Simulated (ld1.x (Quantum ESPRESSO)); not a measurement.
## Which setting gave this result? (F (Z = 9), RRKJ)

Base potential:

| Property | Result |
| --- | --- |
| Element | F (Z = 9) |
| Generator | ld1.x (Quantum ESPRESSO) 7.5 |
| Type | norm-conserving RRKJ (Kleinman–Bylander form) |
| Functional | PBE |
| Relativity | scalar-relativistic |
| Frozen core | [He] |
| Valence charge | 7 |
| Reference configuration | 2s2 2p5 |
| Partial waves | 2s (bound): rc 0.60 bohr; 2p (bound): rc 1.80 bohr; 3d channel at 0.3 Ry: rc 1.85 bohr |
| Local potential | all-electron potential smoothed inside 0.50 bohr (lloc = -1) |
| Core correction | a·sin(br)/r model core, default radius (core density twice the valence density) |
| rho0 | 0.001 |

Cutoffs, loose and tight: the cutoffs (Ry, on a coarse ladder) from which the occupation-weighted sum of valence levels, in a spherical-Bessel basis at the reference potential, stays within 10 and 1 mRy of its value at 400 Ry. They do not see the model core or the augmentation charge, which bear on the density cutoff. Test errors are all-electron minus pseudo excitation energies from the reference, over the configurations 2s2 2p4; 2s2 2p3; 2s2 2p2; 2s1 2p6; 2s2 2p4.5; 2s2 2p1; 2s1 2p5; variants that change the core or the reference have their own tests. The largest error is taken over the tests solved by every variant that gives reliable tests at all, those not shown here included: 2s1 2p5; 2s1 2p6; 2s2 2p2; 2s2 2p3; 2s2 2p4; 2s2 2p4.5.

Only the p radius is moved (2 further runs of the sweep failed or gave no value and are left out):

```json
{"p radius (bohr)": "1.18", "cutoff, loose": "over 300 Ry", "cutoff, tight": "over 300 Ry", "bound ghosts": "none", "largest test error (meV)": "+480", "median size of the test errors": "29.0 meV"}
{"p radius (bohr)": "1.4", "cutoff, loose": "over 300 Ry", "cutoff, tight": "over 300 Ry", "bound ghosts": "none", "largest test error (meV)": "+966", "median size of the test errors": "72.7 meV"}
{"p radius (bohr)": "1.68", "cutoff, loose": "over 300 Ry", "cutoff, tight": "over 300 Ry", "bound ghosts": "none", "largest test error (meV)": "+2363", "median size of the test errors": "192.9 meV"}
{"p radius (bohr)": "2.22", "cutoff, loose": "over 300 Ry", "cutoff, tight": "over 300 Ry", "bound ghosts": "none", "largest test error (meV)": "+6910", "median size of the test errors": "453.9 meV"}
```

Task: One more run gave cutoff, loose: over 300 Ry; cutoff, tight: over 300 Ry; bound ghosts: none; largest test error (meV): +3959; median size of the test errors: 308.5 meV. Which value of the p radius was used?

Result: 1.94 bohr. The median size of the test errors moves one way along this sweep, from 29.0 meV at 1.18 to 453.9 meV at 2.22 bohr, which places the run between 1.68 and 2.22 bohr.
